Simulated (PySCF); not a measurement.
FH3OSeSi. Atoms are numbered in the order given.

```xyz
7

Se    -0.2100     0.5556     0.7856
F     -1.8528     0.2784     0.1247
O      0.6609    -0.8540     0.0765
Si     1.0676    -0.8532    -1.5931
H     -0.1368    -1.1807    -2.4254
H      2.1033    -1.9282    -1.7305
H      1.6161     0.4898    -1.9846
```
Charge 0, spin multiplicity 1.

Geometry optimised at PBE-D3(BJ)/def2-SVP. The geometry has at least one imaginary mode, so it is a saddle point at that level. One conformer was computed; it need not be the lowest.

Level of theory: PBE-D3(BJ)/def2-SVP (PySCF 2.14.0).

Frequencies are harmonic and unscaled.

```csv
mode,ν (cm⁻¹),IR (km/mol),Raman (Å⁴/amu),depolarisation,moving atoms (share of kinetic energy)
1,30i,0.5,0.2,0.70,"H 76 %, F 13 %"
2,85,3.0,0.4,0.38,"F 44 %, Si 20 %, H 19 %, O 15 %"
3,167,1.5,0.8,0.27,"Si 32 %, O 30 %, H 19 %, Se 19 %"
4,250,5.8,2.3,0.73,"O 44 %, F 34 %, Se 16 %"
5,540,9.8,20.9,0.34,"O 45 %, H 19 %, Se 19 %, Si 17 %"
6,626,61.2,7.1,0.26,"F 79 %, Se 19 %"
7,672,39.7,12.8,0.75,H 84 %
8,694,47.6,8.6,0.34,"H 72 %, O 18 %, Si 10 %"
9,834,311.8,1.8,0.56,"O 72 %, Si 23 %"
10,890,64.8,21.2,0.72,H 94 %
11,916,74.4,20.1,0.73,H 96 %
12,936,148.0,16.6,0.75,H 92 %
13,2173,61.4,186.4,0.04,H 98 %
14,2192,95.0,97.9,0.32,H 96 %
15,2202,101.5,147.8,0.48,H 96 %
```
